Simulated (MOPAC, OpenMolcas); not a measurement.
GeNH4Cl (SMILES [NH2][GeH2][Cl]): the dipole moment, rung by rung

GeNH4Cl has 7 atoms, charge 0, and is taken as a singlet. SMILES: `[NH2][GeH2][Cl]`. The shape is that of a PBE0-D4/def2-TZVP optimisation. This is one conformer, not always the lowest.

```xyz
7

N    -0.7929    0.5155   -0.7227
Ge    0.5799    0.0033    0.3532
Cl    0.3945   -2.0546    1.0345
H    -1.7009    0.5268   -0.2796
H    -0.8589    0.0147   -1.5977
H     0.5593    0.8649    1.6172
H     1.8802    0.0613   -0.4506
```

Quantity: the dipole moment, in D. The values are calculated.

```json
{"level": "PM6", "kind": "semi-empirical", "program": "MOPAC", "value (D)": "2.01", "CPU time": "under 2 s"}
{"level": "HF/cc-pVDZ", "kind": "Hartree–Fock", "program": "OpenMolcas", "value (D)": "1.91", "CPU time": "5.5 s"}
{"level": "SVWN5/cc-pVDZ", "kind": "LDA", "program": "OpenMolcas", "value (D)": "1.98", "CPU time": "13 s"}
{"level": "revPBE/cc-pVDZ", "kind": "GGA", "program": "OpenMolcas", "value (D)": "1.96", "CPU time": "20 s"}
{"level": "TPSS/cc-pVDZ", "kind": "meta-GGA", "program": "OpenMolcas", "value (D)": "1.98", "CPU time": "27 s"}
{"level": "B3LYP/cc-pVDZ", "kind": "global hybrid", "program": "OpenMolcas", "value (D)": "1.91", "CPU time": "18 s"}
```

All-electron rows without a relativistic Hamiltonian named are non-relativistic. The values span 1.91 to 2.01 D. Magnitudes only. Times are those of the runs behind each value, whatever else they computed, on shared processors of several kinds: orders of magnitude only.
